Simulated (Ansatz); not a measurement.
`C=[C](C)[GeH3]` + `CCO` → `CC[O][GeH3]` + `C=CC` at 400 K and 1 bar (ligand exchange at a Ge–C bond).

Gas-phase electronic energies from Ansatz, PBE0-D4/def2-TZVP geometries. CCSD(T)/CBS is the MP2 limit (def2-TZVPP, def2-QZVPP) plus CCSD(T) − MP2 in def2-TZVPP, frozen cores. For Ge outer-core shells are correlated without core-valence functions, which leaves a few kJ/mol of doubt a bond. Scalar relativity is left out up to krypton. Each species was taken in one conformer, which may not be the lowest.

| species | CCSD(T)/CBS energy (Eh) | H − E (kJ/mol) | S (J/(mol·K)) |
| --- | --- | --- | --- |
| `C=[C](C)[GeH3]` | -2195.05367 | 276.1 | 365.1 |
| `CCO` | -154.88256 | 231.6 | 290.7 |
| `CC[O][GeH3]` | -2232.20346 | 276.9 | 373.6 |
| `C=CC` | -117.74610 | 229.7 | 285.2 |

H − E and S are ideal-gas, rigid-rotor, harmonic terms from PBE0-D4/def2-TZVP, for one conformer and one mirror image of each species. 1 Eh = 2625.50 kJ/mol, R = 8.31446 J/(mol·K).

Task: By hand: ΔE, ΔH, ΔS and ΔG.

Result: ΔE = (-2232.20346) + (-117.74610) − (-2195.05367) − (-154.88256) = -0.01333 Eh = -35.0 kJ/mol. Δ(H − E) = 276.9 + 229.7 − 276.1 − 231.6 = -1.1, so ΔH = -36.1 kJ/mol. ΔS = 373.6 + 285.2 − 365.1 − 290.7 = 3.0 J/(mol·K). ΔG = -36.1 − 400 × (3.0)/1000 = -37.3 kJ/mol.

Task: By hand: the equilibrium constant, and the temperature at which ΔG would vanish if ΔH and ΔS stayed fixed.

Result: log₁₀ K = −ΔG/(RT ln 10) = 4.9. ΔH and −TΔS have one sign here, so there is no such temperature. One of them is within its doubt of zero, so this could turn.

The number of gas molecules stays the same, so ΔS is small and ΔH decides. A doubt of 5 kJ/mol in ΔE shifts log₁₀ K by 0.7 here. Other conformers and mirror images would add mixing entropy, several J/(mol·K) or more a flexible species. Modes under 60 cm⁻¹, often nearly free rotors, make the harmonic entropy too high. These are equilibria of isolated gas molecules and say nothing of rates. Largest T1 diagnostic: 0.011 (customary marks: 0.02 for closed shells, 0.045 for open ones).
